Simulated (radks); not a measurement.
Excited configurations of F: one electron is placed in a higher orbital outside [He] 2s2 2p4. The ground configuration is [He] 2s2 2p5. Method: Dirac Kohn-Sham, PBEsol, spin-unpolarised, spherical densities, finite nucleus; open shells are shared between the two j in proportion to 2j + 1; Fermi nuclear charge, rms radius 2.8976 fm; computed with a radial shooting solver on a logarithmic mesh with Libxc functionals. Excitation = E - E(ground); binding = E(ion) - E, where the ion is the core of charge +1; n* = 1/sqrt(2 binding) in atomic units, and the quantum defect is n - n*. Eigenvalue and <r> are those of j = l + 1/2.

outer orbital  excitation (eV)  binding (eV)     n*  quantum defect  eigenvalue (eV)  <r> (bohr)
3d                      17.777         1.540  2.973           0.027           -0.707       10.39
4d                      18.361         0.955  3.774           0.226           -0.544       19.66
4f                      18.420         0.896  3.896           0.104           -0.431       17.71
5f                      18.703         0.614  4.708           0.292           -0.359       30.12
7f                      18.984         0.333  6.390           0.610           -0.220       63.42

The Delta-SCF ionisation energy is 19.317 eV (NIST Atomic Spectra Database: 17.423 eV, measured). Self-interaction in the functional shifts the binding energies and quantum defects, so they are the method's values and not measured ones. Spin polarisation and multiplet splitting are left out, so open shells lie too high by an amount that depends on their filling.

Beside tabulated values, note that spin-unpolarised runs miss the spin-polarisation part of the exchange energy of open shells.
